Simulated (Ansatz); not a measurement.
Ansatz (an electronic-structure program) input file for C4H10BN, SMILES CC1CB(N)C1, PBE0/def2-SVPD. The structure is a stationary point at B3LYP-D3(BJ)/def2-SVP. The structure was generated by enumeration, and PubChem lists no compound with its InChIKey, so it may never have been made. One conformer was computed; it need not be the lowest.

Ansatz 0.2 input:
```yaml
crystal:
  periodic: [false, false, false]
  atoms:
    - {symbol: C, position_ang: [-2.37183970, -0.12662952, 0.00000000]}
    - {symbol: C, position_ang: [-0.94812333, 0.41102248, 0.00000000]}
    - {symbol: C, position_ang: [0.01284867, -0.07203069, -1.13915604]}
    - {symbol: B, position_ang: [1.12224814, -0.11514032, -0.00000000]}
    - {symbol: N, position_ang: [2.50845647, -0.00158482, -0.00000000]}
    - {symbol: C, position_ang: [0.01284868, -0.07203069, 1.13915605]}
    - {symbol: H, position_ang: [-2.92921873, 0.20600562, -0.89203875]}
    - {symbol: H, position_ang: [-2.92921871, 0.20600563, 0.89203876]}
    - {symbol: H, position_ang: [-2.36949661, -1.23031745, -0.00000000]}
    - {symbol: H, position_ang: [-0.97338418, 1.51474482, 0.00000000]}
    - {symbol: H, position_ang: [-0.27391965, -1.08597132, -1.47284252]}
    - {symbol: H, position_ang: [0.11225173, 0.56685076, -2.03125211]}
    - {symbol: H, position_ang: [3.05990603, 0.04330419, -0.84923774]}
    - {symbol: H, position_ang: [3.05990605, 0.04330420, 0.84923774]}
    - {symbol: H, position_ang: [0.11225175, 0.56685074, 2.03125210]}
    - {symbol: H, position_ang: [-0.27391963, -1.08597133, 1.47284253]}
basis:
  gaussian:
    orbitals: def2-SVPD
hamiltonian:
  xc: {name: PBE0}
```

Output:

```
WARN ansatz: RAYON_NUM_THREADS=2 ignored (pool sized by the plan → 2); use --threads N
Functional definition: PBE0
integrals: 0.14 GiB planned
1650 factors; their error is unknown
mean field: 1.23 GiB planned
mean field evaluation 1: about -6454.6595 eV, gradient 7.1e1 eV
mean field evaluation 2: about -6447.9119 eV, gradient 8.7e1 eV
mean field evaluation 4: about -6466.3582 eV, gradient 3.4e0 eV
mean field evaluation 8: about -6466.3882 eV, gradient 5.6e-2 eV
mean field evaluation 16: about -6466.3449 eV, gradient 5.6e-5 eV
mean field -6466.34488748 eV, -237.6337915690 hartree, gradient 5.6e-5 eV, S^2 0.000000; 0 other end points of the search recorded, 0 dependent functions left out
reference -6466.34492854 eV, -237.6337930777 hartree; 23, 23 occupied and 177, 177 virtual orbitals, 1650 factors
Total energy: -6466.34492854 eV, -237.6337930777 hartree
```

The calculation finished and met its thresholds.

Cost: about 7 core-seconds (a rough figure).
